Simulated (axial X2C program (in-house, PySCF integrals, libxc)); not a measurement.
**Low determinants of TaCl⁻ at the PBE0 level, with spin–orbit coupling**

All values were computed with an axial X2C code built on PySCF integrals. Two-component (2c) means X2C with spin–orbit coupling and atomic mean-field two-electron Coulomb and Gaunt terms. Basis: Ta dyall-acv3z [14s15p10d7f4g], Cl dyall-av3z [9s8p3d2f] (cores contracted in-house); Gaussian nuclei, density fitting, unrestricted open shells. Masses: Ta 180.948 u, Cl 34.969 u.

Search at 2.450 Å (vertical energies from the lowest determinant):

```json
{"ΔE (eV)": "0.00", "state": "Ω = 1/2", "electrons beyond evenly filled partner blocks": "ω = 1/2", "electrons in ±ω = 1/2, 3/2, 5/2, 7/2": "55 26 8 2"}
{"ΔE (eV)": "0.07", "state": "Ω = 1/2", "electrons beyond evenly filled partner blocks": "ω = -1/2, ω = -3/2, ω = 5/2", "electrons in ±ω = 1/2, 3/2, 5/2, 7/2": "55 25 9 2"}
{"ΔE (eV)": "0.31", "state": "Ω = 5/2", "electrons beyond evenly filled partner blocks": "ω = 5/2", "electrons in ±ω = 1/2, 3/2, 5/2, 7/2": "54 26 9 2"}
{"ΔE (eV)": "0.34", "state": "Ω = 3/2", "electrons beyond evenly filled partner blocks": "ω = 3/2", "electrons in ±ω = 1/2, 3/2, 5/2, 7/2": "56 25 8 2"}
{"ΔE (eV)": "0.38", "state": "Ω = 3/2", "electrons beyond evenly filled partner blocks": "ω = 1/2, ω = -3/2, ω = 5/2", "electrons in ±ω = 1/2, 3/2, 5/2, 7/2": "55 25 9 2"}
{"ΔE (eV)": "0.42", "state": "Ω = 7/2", "electrons beyond evenly filled partner blocks": "ω = -1/2, ω = 3/2, ω = 5/2", "electrons in ±ω = 1/2, 3/2, 5/2, 7/2": "55 25 9 2"}
{"ΔE (eV)": "0.60", "state": "Ω = 5/2", "electrons beyond evenly filled partner blocks": "ω = -1/2, 2 × ω = 3/2", "electrons in ±ω = 1/2, 3/2, 5/2, 7/2": "55 26 8 2"}
```

Lowest determinant, Ω = 1/2 (⟨Sz⟩ = -1.44, ⟨Lz⟩ = 1.94 at PBE0): Re = 2.401 Å, ωe = 277.6 cm⁻¹.

The determinant in row 2 of the search, Ω = 1/2 (⟨Sz⟩ = 1.45, ⟨Lz⟩ = -0.95 at PBE0), was followed along the bond at PBE0; measured from the minimum of the lowest determinant it gives:

Te = 0.048 eV (390 cm⁻¹), Re = 2.364 Å, ωe = 298.0 cm⁻¹.

Question: Compare the bond of the determinant in row 2 with that of the lowest one.

Answer: At PBE0 its Re is 0.037 Å shorter and its force constant, which goes as ωe², is 1.15 times that of the lowest determinant. T0 ≈ Te + Δωe/2 = 390 + (10) = 400 cm⁻¹.

The search compares states at one distance, so a state with another bond length can lie lower; it is not exhaustive and yields mostly the lowest determinant of each block pattern, so other components and higher states of one pattern are missing. These are energies of single determinants, not of spin-adapted states; PBE0 term energies can be off by some tenths of an eV, and the functional has no current term. The lowest determinant need not be the ground state where others lie within half an eV. For an anion, determinants above electron detachment are held by the basis set. The highest occupied level of some functionals is positive through self-interaction error; at Hartree–Fock it is bound. Row 1 has a positive highest level at its minimum. Row 2 has a positive highest level at its minimum.
